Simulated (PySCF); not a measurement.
Be(iPr)(SeH) (C3H8BeSe), SMILES C[CH](C)[Be][SeH]. Atoms are numbered in the order given.

```xyz
13

Be    -0.2777    -0.1345     0.0365
C     -1.5500    -1.0435    -0.6077
C     -1.1236    -2.4692    -1.0077
C     -2.2605    -0.3332    -1.7761
H     -2.2886    -1.1400     0.2166
H     -1.9846    -3.0622    -1.3669
H     -0.3821    -2.4556    -1.8256
H     -0.6718    -3.0225    -0.1673
H     -2.6340     0.6655    -1.4941
H     -3.1260    -0.9182    -2.1375
H     -1.5846    -0.1974    -2.6385
Se     1.2592     0.9618     0.8091
H      0.5740     1.0420     2.1063
```

The structure is a stationary point at ωB97X-D3(BJ)/def2-SVP. One conformer was computed; it need not be the lowest.

The numbers are results of PBE/pcSseg-1 (PySCF), not measurements.

GIAO shieldings, no solvent; atoms alike by connectivity are averaged. δ = σ(ref) − σ: ¹³C against TMS (σ = 182.0 ppm); ¹H against TMS (σ = 31.49 ppm); ⁷⁷Se against Me2Se (σ = 1634.8 ppm), references at their B3LYP-D3(BJ)/def2-TZVP geometries, non-relativistic.

```tsv
atoms	nucleus	count	δ (ppm)
C3, C4	¹³C	2	22.7
C2	¹³C	1	___
H6, H7, H8, H9, H10, H11	¹H	6	___
H5	¹H	1	0.69
H13	¹H	1	0.29
Se12	⁷⁷Se	1	___
```

Problem. Fill in the missing entries. (Estimate from the structure and the level; the computed values follow.)

Solution. 
- C2, δ (ppm): 20.1
- H6, H7, H8, H9, H10, H11, δ (ppm): 1.45
- Se12, δ (ppm): -541.1
